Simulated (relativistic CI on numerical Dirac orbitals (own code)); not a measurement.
**Electric-dipole lines of Cu⁷⁺**

Computed by Dirac-Coulomb-Breit CI, KLI orbitals optimised for each configuration, model QED, unscaled Slater integrals (own radial code, finite nucleus).

Configuration list (outside the closed core [Ne]): 3s2 3p6 3d4, 3s2 3p5 3d5, 3s2 3p6 3d3 4s, 3s 3p6 3d5, 3s2 3p6 3d3 4p, 3s2 3p6 3d3 4d, 3s2 3p6 3d2 4s 4p, 3s2 3p6 3d3 5s, 3s2 3p6 3d3 4f, 3s2 3p6 3d3 5p, 3s2 3p6 3d2 4p 4d, 3s2 3p6 3d3 5d, 3s2 3p5 3d4 4s, 3s2 3p6 3d3 5f, 3s2 3p6 3d3 6s, 3s2 3p6 3d3 5g, 3s2 3p6 3d3 6p, 3s2 3p6 3d3 6d, 3s2 3p5 3d4 4p, 3s 3p6 3d4 4s, 3s2 3p5 3d4 5s, 3s 3p6 3d3 4s 4p, 3s 3p6 3d4 4p, 3s 3p6 3d4 4d, 3s2 3p6 3d2 4s2, 3s2 3p6 3d 4s2 4p, 3s2 3p6 3d 4s2 4d, 3s2 3p6 3d 4s2 5s, 3p6 3d6, 3p5 3d7, 3s2 3p6 3d2 4p2, 3s2 3p6 3d 4s 4p2, 3s2 3p6 3d 4p3, 3s2 3p6 3d 4p2 4d, 3s2 3p6 3d 4p2 5s, 3s2 3p6 3d2 4s 4d, 3s2 3p6 3d 4s 4p 4d, 3s2 3p6 3d 4s 4d2, 3s2 3p6 3d 4s 4d 5s, 3s2 3p6 3d2 4d2, 3s2 3p6 3d 4p 4d2, 3s2 3p6 3d 4d3, 3s2 3p6 3d 4d2 5s, 3s 3p6 3d3 4s2, 3s 3p6 3d2 4s2 4p, 3s 3p6 3d2 4s2 4d, 3s 3p6 3d2 4s2 5s. Double excitations out of closed p, d and f shells are left out; levels of such configurations are missing from the list, as are those of other unlisted configurations, and high levels can miss mixing partners. These lack a partner that the ground configuration has and come out too high: 3s2 3p5 3d4 4s, 3s2 3p5 3d4 4p, 3s2 3p5 3d4 5s.

```csv
λ vac (Å),Lower,Upper,A (s⁻¹),E lower (cm⁻¹),E upper (cm⁻¹)
133.02,3s2 3p6 3d4 5D_3 [4],3s2 3p5 3d5 5P°_3 [379],7.52e+10,1950,753731
133.21,3s2 3p6 3d4 5D_4 [5],3s2 3p5 3d5 5P°_3 [379],2.80e+11,3059,753731
133.99,3s2 3p6 3d4 5D_2 [3],3s2 3p5 3d5 5P°_2 [360],1.23e+11,1031,747359
134.15,3s2 3p6 3d4 5D_3 [4],3s2 3p5 3d5 5P°_2 [360],1.92e+11,1950,747359
134.87,3s2 3p6 3d4 5D_1 [2],3s2 3p5 3d5 5P°_1 [350],1.44e+11,361,741795
135.00,3s2 3p6 3d4 5D_2 [3],3s2 3p5 3d5 5P°_1 [350],1.10e+11,1031,741795
141.27,3s2 3p6 3d4 1I_6 [20],3s2 3p5 3d5 1I°_6 [397],2.33e+11,57053,764917
143.40,3s2 3p6 3d4 3G_5 [17],3s2 3p5 3d5 3G°_5 [352],8.34e+10,47325,744676
143.68,3s2 3p6 3d4 3H_6 [9],3s2 3p5 3d5 3H°_6 [345],1.92e+11,39214,735228
144.59,3s2 3p6 3d4 3H_5 [8],3s2 3p5 3d5 3H°_5 [341],1.76e+11,38470,730063
144.85,3s2 3p6 3d4 3H_4 [7],3s2 3p5 3d5 3F°_4 [338],4.88e+10,37696,728069
145.75,3s2 3p6 3d4 3H_4 [7],3s2 3p5 3d5 3H°_4 [334],1.31e+11,37696,723796
145.79,3s2 3p6 3d4 3F_4 [13],3s2 3p5 3d5 3F°_4 [338],7.45e+10,42155,728069
151.31,3s2 3p6 3d4 5D_4 [5],3s2 3p5 3d5 5D°_4 [283],5.69e+10,3059,663936
155.83,3s2 3p6 3d4 5D_4 [5],3s2 3p5 3d5 5F°_5 [256],5.30e+10,3059,644795
156.76,3s2 3p6 3d4 5D_4 [5],3s2 3p5 3d5 5F°_5 [252],3.60e+10,3059,640966
156.89,3s2 3p6 3d4 5D_2 [3],3s2 3p5 3d5 5F°_3 [244],3.64e+10,1031,638421
157.19,3s2 3p6 3d4 5D_3 [4],3s2 3p5 3d5 5F°_4 [241],3.00e+10,1950,638141
168.72,3s2 3p6 3d4 3H_6 [9],3s2 3p5 3d5 3I°_7 [221],2.57e+10,39214,631929
169.39,3s2 3p6 3d4 3H_6 [9],3s2 3p6 3d3 4p 3H°_6 [217],2.76e+10,39214,629565
```

Terms are leading LS components. Brackets give the number of a level in order of energy, since labels repeat. The list gives strong lines, with weight on those to low levels, without lines whose two gauges differ by over a factor of 2.5, among the lowest 400 of 8077 levels, so that lines to higher ones, which can be the strongest, are missing. Levels whose partners in the same complex of configurations lie outside the list can be far off, and so can their lines. Rates are taken at the computed energies, electric ones in the length gauge.

At this charge configurations can still be misplaced by up to about 7 % of their energy. Terms inside the open d or f shell come out 10 to 20 % too wide with unscaled integrals.
